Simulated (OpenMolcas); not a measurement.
## Dy3+: moving or changing the point charges

Dy3+ among 6 point charges of -0.5 e arranged as a trigonal prism (D3h), 2.31 Å from the ion, with a polar angle of 44.7° against the regular 49.1°.
```
   1.6243    0.0000    1.6425  -0.50
  -0.8121    1.4067    1.6425  -0.50
  -0.8121   -1.4067    1.6425  -0.50
   1.6243    0.0000   -1.6425  -0.50
  -0.8121    1.4067   -1.6425  -0.50
  -0.8121   -1.4067   -1.6425  -0.50
```

```yaml
Program: OpenMolcas
Method: CASSCF
Basis: ANO-RCC-VTZP [8s7p5d3f2g1h]
Scalar_Hamiltonian: DKH2, point nucleus
Active_space: 9 electrons in 7 orbitals (4f)
State_averaging: 2S+1 = 6 odd, 21 roots; 2S+1 = 4 odd, 115 roots kept (CI in the orbitals of an earlier block, 108 in the spin-orbit step); 2S+1 = 2 odd, 82 roots kept (CI in the orbitals of an earlier block, 40 in the spin-orbit step)
Spin-orbit_coupling: RASSI with atomic mean-field integrals over the reference wave functions
```

Runs around this geometry, states (labels of D3, the rotations of D3h). Energies in cm-1 above the lowest state or level, χT in cm3 K/mol.

```
R (Å)  q (e)  Ground state  First state of that spin  First gap with spin-orbit (degeneracies)  Width of lowest J  χT at 300 K
 2.31  -0.25            6E                   6E 94.5                               61.2 (2, 2)                326       14.039
 2.31   -0.5            6E                  6E 191.1                              122.4 (2, 2)                651       13.972
 2.52   -0.5            6E                  6E 153.5                               98.7 (2, 2)                502       14.005
 2.67   -0.5            6E                  6E 132.2                               85.3 (2, 2)                423       14.021
```

Taking the width of the lowest J multiplet as R^-n, n = -ln(423 / 651) / ln(2.67 / 2.31) = 3.0 between the shortest and longest distance.

Scaling the charges by -0.25 / -0.5 = 0.50 scales the width of the lowest J multiplet by 326 / 651 = 0.50; with fixed orbitals a first-order splitting would follow the charge.

High states are left out of the spin-orbit mixing, which shifts the levels that they would mix with. Point charges carry no covalency, so the field is a model and not that of real ligands. No measured value stands beside these numbers.
